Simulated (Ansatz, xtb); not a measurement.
# Ranking isomers of C5H6BrN

4 gas-phase structures of C5H6BrN, from a drawn sample of its isomers (lower ones may exist). Each was relaxed with GFN2-xTB; where two conformers were screened, the lower at r2SCAN-D4/def2-SVP is listed:

A. `N#C[C@H]1C[C@H](Br)C1`, a singlet
B. `N#C[C@@H]1CC[C@@H]1Br`, a singlet
C. `N#C[C@@H]1CC[C@H]1Br`, a singlet
D. `N#C[C@H]1C[C@@H](Br)C1`, a singlet

Q: Which do you expect lowest at r2SCAN-D4/def2-SVP, and how would the others follow?

A: Calculated order at r2SCAN-D4/def2-SVP: D (0.0), A (0.1), C (0.6), B (1.8) kcal/mol. Less than 1 kcal/mol parts D and A; A and C, so the order within those pairs means little.

Energies above the lowest of each column, in kcal/mol; the last columns are at PBE-D3(BJ)/def2-SVP geometries:

```csv
structure,GFN2-xTB,HF/STO-3G,r2SCAN-D4/def2-SVP,PBE-D3(BJ)/def2-SVP,CCSD(T)/def2-SVP + ΔMP2/def2-TZVPP
D,0.4,0.0,0.0,0.1,0.1
A,0.0,0.5,0.1,0.5,0.4
C,0.3,0.1,0.6,0.0,0.0
B,2.1,1.8,1.8,2.0,1.7
```

CCSD(T)/def2-SVP + ΔMP2/def2-TZVPP has A and C and D within 1 kcal/mol of each other at the bottom, and every level picks one of them. CCSD(T)/def2-SVP + ΔMP2/def2-TZVPP orders those it was run on as C (0.0), D (0.1), A (0.4), B (1.7) kcal/mol. Less than 1 kcal/mol parts C and D; D and A, so the order within those pairs means little. ΔMP2 is the change of the MP2 energy from the smaller to the larger basis.

Over these structures GFN2-xTB departs from r2SCAN-D4/def2-SVP by 0.3 kcal/mol on average once a common shift is removed. A GFN2-xTB relaxation took about 0.14 s and the r2SCAN-D4/def2-SVP energy about 4.2 s on a shared host (Ansatz 0.2.0, xtb 6.7.1).
